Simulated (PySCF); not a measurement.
Species: C8H9P.
SMILES with atom numbers: `[cH:1]1[cH:2][cH:3][c:4]([P:5]2[CH2:6][CH2:7]2)[cH:8][cH:9]1`

NICS = −σ at a ghost point: NICS(0) at the centroid of the ring atoms, NICS(1) 1 Å to either side along the normal of their mean plane, zz for the tensor component along that normal. Level: GIAO PBE0/pcSseg-1 (PySCF, non-relativistic, gas phase) on the GFN2-xTB geometry, one conformer.

Rings: 1. C1–C2–C3–C4–C8–C9; 2. P5–C6–C7.

```csv
set,NICS(0),"NICS(1), two faces","NICS(1)zz, two faces"
P,-8.7,-11.6 / -11.4,-27.6 / -28.3
Q,-36.7,-8.7 / -9.6,-21.2 / -25.5
```

Problem. Which set (ppm) belongs to which ring?

Solution. P = 1, Q = 2.
- 1 (6-membered carbocycle; formal bonds all aromatic): mean NICS(1)zz -28.0 ppm, shielded. The ring is flat and has no four-coordinate atom; by the NICS criterion it is aromatic.
- 2 (3-membered ring with P; formal bonds all single): mean NICS(1)zz -23.3 ppm, shielded. C6, C7 have four or more neighbours; no verdict on aromaticity is drawn.

Problem. How do the rings differ in shape?

Solution. 
```csv
ring,bond lengths (Å),rms pucker (Å),HOMA,nearest outside atom to a NICS(1) probe (Å)
1,"1.385, 1.383, 1.390, 1.390, 1.383, 1.385",0.01,1.00,hydrogen 2.65
2,"1.844, 1.505, 1.844",0.00,–,hydrogen 1.52
```

HOMA = 1 − mean of α(R − Ropt)² over the ring bonds, with Krygowski's 1993 parameters (CC: Ropt 1.388 Å, α 257.7 Å⁻²). A dash marks a ring with a four-coordinate atom, a triple bond, no multiple bond or a kind of bond without parameters.

The run took about 80 s of CPU time (one thread, shared machine). This is the whole shielding run at PBE0/pcSseg-1, SCF included.

Conformer computed: `[cH:1]1[cH:2][cH:3][c:4]([P:5]2[CH2:6][CH2:7]2)[cH:8][cH:9]1`: C3–C4–P5–C6 -68°.
